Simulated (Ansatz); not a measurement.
tert-butylthiol (C₄H₁₀S), SMILES CC(C)(C)S.

Geometry: PBE0-D3(BJ)/def2-SVP. Other conformers were not sampled.

Two levels are set side by side: PBE/def2-SVPD (Ansatz, a program for electronic structure) and PBE0/def2-SVPD (Ansatz). Energy differences of separate SCF runs at the same geometry; the states with an electron removed or added have multiplicity 2 and 2. Differences are taken from unrounded values.

```tsv
quantity	PBE0	PBE	PBE minus PBE0
vertical ionisation energy (eV)	8.95	8.87	-0.08
vertical singlet–triplet gap (eV)	5.01	4.86	-0.15
```
